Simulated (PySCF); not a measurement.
**Broadened absorption spectrum of C4H7FOS**

Species: C4H7FOS.
Atom-mapped SMILES: `[CH3:1][O:2]/[C:3]([F:4])=[CH:5]/[S:6][CH3:7]` (hydrogens: H8, H9, H10 on C1; H11 on C5; H12, H13, H14 on C7)

Method used: PySCF, TDDFT PBE0/def2-SVPD, vertical, gas phase, core orbitals frozen in the response. The structure is a single GFN2-xTB conformer in the gas phase; no vibrational or solvent corrections. Torsions of this conformer, `[CH3:1][O:2]/[C:3]([F:4])=[CH:5]/[S:6][CH3:7]`: C1–O2–C3–F4 5°, C3–C5–S6–C7 168°.

Each state is given a Gaussian of 0.4 eV full width at half maximum, with ε(max) = 2.175×10⁸ f / Δν̃ (Δν̃ the width in cm⁻¹). The width is an assumption, not a result. The curve ends short of the highest state used, and states not computed would add to its high-energy end.

```csv
λ (nm),ε (L mol⁻¹ cm⁻¹)
206.7,7088
208.2,9588
209.8,12769
211.3,15975
212.9,19239
214.5,21895
216.0,23476
217.6,23958
219.1,23240
220.7,21372
222.2,18856
223.8,15723
225.4,12496
226.9,9661
228.5,7034
230.0,5027
231.6,3381
233.1,2257
234.7,1428
236.3,894
237.8,587
239.4,404
240.9,323
242.5,298
244.0,312
245.6,349
247.1,393
248.7,442
250.3,486
251.8,519
253.4,540
254.9,547
256.5,538
258.0,517
259.6,483
261.2,438
262.7,391
264.3,338
265.8,288
267.4,237
268.9,194
270.5,153
272.1,118
273.6,91
275.2,67
276.7,50
278.3,36
279.8,26
281.4,18
282.9,12
284.5,8
286.1,5
287.6,4
289.2,2
290.7,1
292.3,1
```

Q: Where are the band maxima, and which computed states make them?

A: 255 nm (4.87 eV), ε about 550, made up of S1 (84%) and S2 (16%); 217 nm (5.70 eV), ε about 24000, made up of S4 (77%) and S5 (18%) (ε in L mol⁻¹ cm⁻¹; maxima over ε = 5, shares over 10%). The states used: S1 4.84 eV (f 0.0069); S2 4.99 eV (f 0.0016); S3 5.62 eV (f 0.021); S4 5.68 eV (f 0.275); S5 5.81 eV (f 0.078); S6 6.16 eV (f 0.015); S7 6.36 eV (f 0.021); S8 6.60 eV (f 0.0003).

Q: Does any computed singlet lie in the visible range?

A: No computed singlet lies in the visible range (380 to 750 nm); the lowest, at 256 nm, stands 1.58 eV above its violet end (3.26 eV).

Q: On this curve, what absorbance would a 10⁻³ mol/L sample give at 266 nm over a 1 cm path?

A: 266 nm is 4.661 eV, where ε is about 280 L mol⁻¹ cm⁻¹, so A = ε c l ≈ 0.28 (Beer–Lambert, with the gas-phase spectrum and the assumed width).

Q: Coming from long wavelengths, where does ε first pass 100 L mol⁻¹ cm⁻¹?

A: At about 273 nm (4.54 eV), 0.30 eV below S1.

The run took 25 s wall on one thread of an x86-64 server, on a shared host.
